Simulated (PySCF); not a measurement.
## Peak assignment

Molfile (atoms numbered from 1):
```
C7H10F3P
     RDKit          3D

 21 20  0  0  0  0  0  0  0  0999 V2000
   -3.7351    0.7596    0.4772 C   0  0  0  0  0  0  0  0  0  0  0  0
   -2.8145   -0.1555    0.7817 C   0  0  0  0  0  0  0  0  0  0  0  0
   -1.4703   -0.2272    0.2563 C   0  0  0  0  0  0  0  0  0  0  0  0
   -1.0672    0.7714   -0.7813 C   0  0  0  0  0  0  0  0  0  0  0  0
   -0.5360   -1.4751    0.9342 P   0  0  0  0  0  0  0  0  0  0  0  0
    1.1482   -1.2926    0.1213 C   0  0  0  0  0  0  0  0  0  0  0  0
    1.9502   -0.1439    0.7320 C   0  0  0  0  0  0  0  0  0  0  0  0
    3.2853    0.0111    0.0327 C   0  0  0  0  0  0  0  0  0  0  0  0
    4.0535   -1.0829    0.1344 F   0  0  0  0  0  0  0  0  0  0  0  0
    4.0032    1.0301    0.5330 F   0  0  0  0  0  0  0  0  0  0  0  0
    3.1455    0.2564   -1.2811 F   0  0  0  0  0  0  0  0  0  0  0  0
   -4.7122    0.7378    0.9279 H   0  0  0  0  0  0  0  0  0  0  0  0
   -3.5540    1.5607   -0.2186 H   0  0  0  0  0  0  0  0  0  0  0  0
   -3.0596   -0.9285    1.5017 H   0  0  0  0  0  0  0  0  0  0  0  0
   -1.0187    1.7681   -0.3401 H   0  0  0  0  0  0  0  0  0  0  0  0
   -1.8158    0.7966   -1.5726 H   0  0  0  0  0  0  0  0  0  0  0  0
   -0.1052    0.5504   -1.2335 H   0  0  0  0  0  0  0  0  0  0  0  0
    1.0428   -1.1631   -0.9583 H   0  0  0  0  0  0  0  0  0  0  0  0
    1.6819   -2.2322    0.2885 H   0  0  0  0  0  0  0  0  0  0  0  0
    2.1486   -0.3304    1.7895 H   0  0  0  0  0  0  0  0  0  0  0  0
    1.4204    0.8063    0.6387 H   0  0  0  0  0  0  0  0  0  0  0  0
  1  2  2  0
  2  3  1  0
  3  4  1  0
  3  5  2  0
  5  6  1  0
  6  7  1  0
  7  8  1  0
  8  9  1  0
  8 10  1  0
  8 11  1  0
  1 12  1  0
  1 13  1  0
  2 14  1  0
  4 15  1  0
  4 16  1  0
  4 17  1  0
  6 18  1  0
  6 19  1  0
  7 20  1  0
  7 21  1  0
M  END
```

PySCF 2.14.0 with density-fitted response routines calculation with coordinates at the GFN2-xTB level and GIAO PBE0/pcSseg-1 shieldings; non-relativistic, one computed conformer, rapidly exchanging positions averaged, in vacuum.

δ = σ(ref) − σ, references computed at the same level: ¹³C (σref 186.93) and ¹H (σref 31.72) vs TMS.

Q: Assign these signals to the numbered atoms. ¹³C{¹H} NMR (computed): δ 211.3 (C), 150.4 (CH), 135.4 (C), 117.7 (CH2), 36.6 (CH2), 25.6 (CH2), 18.9 (CH3).

A: 
211.3 → C3, carbon double-bonded to a heavier main-group atom
150.4 → C2, alkene CH: an sp2 carbon of a C=C bond
135.4 → C8, CF3 carbon: 3 electronegative neighbours deshield it
117.7 → C1, terminal =CH2 carbon: the olefinic region
36.6 → C7, sp3 CH2: a saturated carbon with 2 carbon neighbours and no heteroatom attached
25.6 → C6, sp3 CH2 bonded to P
18.9 → C4, methyl carbon: a saturated carbon with 1 carbon neighbour and no heteroatom attached

Q: Assign these signals to the numbered atoms. ¹H NMR (500 MHz, computed): δ 7.31 (m, 1H), 5.65 (m, 1H), 5.44 (m, 1H), 2.45 (m, 3H), 2.45 (m, 2H), 2.07 (m, 2H).

A: 
```tsv
δ (ppm)	atoms	environment	reason
7.31	H14	hydrogen on an alkene CH	a vinylic proton, deshielded by the sp2 carbon and the C=C anisotropy
5.65	H13	hydrogen on a terminal =CH2 carbon	a vinylic proton, deshielded by the sp2 carbon and the C=C anisotropy
5.44	H12	hydrogen on a terminal =CH2 carbon	–
2.45	H15/H16/H17	hydrogen on a methyl carbon	–
2.45	H18/H19	hydrogen on an sp3 CH2 bonded to P	–
2.07	H20/H21	hydrogen on an sp3 CH2	–
```

H15/H16/H17 and H18/H19 lie closer than the usual error of such a calculation, so a measured spectrum could show them in the other order.

Splittings by ¹⁹F and ³¹P in the carbon and heteronuclear signals aren't shown, as no couplings were computed. Shifts are as computed. Against solution values, carbons near 30 ppm lie about +3 ppm off and those near 130 ppm about +5 ppm. Of 1211 compounds with measured shifts, 218 miss one by over three times the rms of a fit or turn the order of signals round; such compounds aren't used in these exercises. No couplings were computed; multiplicities are counted from neighbouring protons, with m where these are inequivalent, close in shift, in a saturated or five-membered ring or joined by F or P, and br s for small geminal =CH2 splittings.
